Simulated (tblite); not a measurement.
Run record: tight-binding relaxation, `Fc1cc2ccccc2oc1=S`.

Computed with GFN2-xTB geometry optimisation, gas phase (tblite 0.8.0). Start geometry: from a force field or distance geometry. A driver script takes a list of jobs; this job's settings line and coordinates (Å) are shown.

Input:
```
{"job": {"kind": "relax", "xc": "GFN2-xTB", "basis": "xTB"}, "charge": 0, "multiplicity": 1}
F      3.647600     1.104900    -0.373800
C      2.408800     0.528200    -0.176000
C      1.255200     1.202400    -0.445600
C      0.054100     0.551400    -0.220100
C     -1.173500     1.123400    -0.448600
C     -2.379700     0.498600    -0.235500
C     -2.328400    -0.783400     0.261900
C     -1.133000    -1.427200     0.538800
C      0.038800    -0.753500     0.290300
O      1.177200    -1.340700     0.540000
C      2.350800    -0.782500     0.336100
S      3.765000    -1.533300     0.652200
H      1.213400     2.212400    -0.828500
H     -1.182000     2.125400    -0.846600
H     -3.318100     1.009500    -0.439900
H     -3.295900    -1.273600     0.451700
H     -1.107300    -2.449900     0.933600
```

Output:
```
step      E/eV     max force
  0    -920.66273    2.498
  1    -920.91237    0.932
  2    -920.96807    0.634
  3    -920.99964    0.292
  4    -921.01409    0.228
  5    -921.02001    0.198
  6    -921.02553    0.197
  7    -921.03100    0.218
  8    -921.03513    0.147
  9    -921.03774    0.136
 10    -921.03924    0.107
 11    -921.04016    0.085
 12    -921.04079    0.062
 13    -921.04134    0.076
 14    -921.04191    0.093
 15    -921.04247    0.071
 16    -921.04293    0.045
 17    -921.04320    0.030
 18    -921.04331    0.021
 19    -921.04335    0.012
 20    -921.04338    0.016
 21    -921.04340    0.015
 22    -921.04342    0.010
 23    -921.04342    0.005
```

«max force» is the largest atomic force in eV/Å.

Task: From which step on does the largest force stay under 0.1 eV/Å, and how much energy is left to gain from there?

Result: From step 11 (0.085 eV/Å), 3.3 meV above the end.

Main results: energy lowered by 8.8 kcal/mol over 23 steps; largest atomic force 0.005 eV/Å at the end.

Task: Where do the atoms end?

Result: 0.059 Å rms from the input after alignment:
```
atom  x, y, z in Å
F1     3.6027    1.1215   -0.3804
C2     2.4124    0.5507   -0.1774
C3     1.2747    1.2245   -0.4551
C4     0.0179    0.5777   -0.2241
C5    -1.2181    1.1797   -0.4767
C6    -2.3880    0.4961   -0.2289
C7    -2.3498   -0.8007    0.2755
C8    -1.1431   -1.4184    0.5329
C9     0.0430   -0.7332    0.2843
O10    1.2079   -1.3732    0.5494
C11    2.4092   -0.7924    0.3423
S12    3.7575   -1.6514    0.6954
H13    1.3063    2.2305   -0.8433
H14   -1.2381    2.1854   -0.8677
H15   -3.3386    0.9665   -0.4263
H16   -3.2707   -1.3292    0.4674
H17   -1.0921   -2.4221    0.9228
```

On Arm Neoverse V2, one thread, on a shared host, this took 0.18 s.
Labels such as C1 count atoms from 1, the log's own numbers from 0.
